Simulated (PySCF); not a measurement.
# How methods differ on the interval between two levels of Os²⁺

Os²⁺ [Xe] 4f14 5d6 [5D4, M_J = 4] → Os²⁺ [Xe] 4f14 5d5 6p1 [7P4, M_J = 4], as a difference of total energies. Computed with PySCF 2.14 in x2c-SVPall-2c with one added diffuse shell each of s, d type (8s9p10d2f, 99 functions), with the two-component X2C-1e Hamiltonian. "Screened" scales the spin-orbit matrix elements by Boettger's factors to mimic the two-electron term; Breit and QED terms are absent.

```tsv
method	interval between two levels (cm⁻¹)
GHF (spin-free)	61771
GHF (screened spin-orbit)	66418
```

The labels give the starting determinants; with spin-orbit coupling the two ends relaxed to ⟨J²⟩ = 20.06, ⟨L²⟩ = 6.77, ⟨S²⟩ = 5.72 and ⟨J²⟩ = 20.00, ⟨L²⟩ = 2.46, ⟨S²⟩ = 11.60.
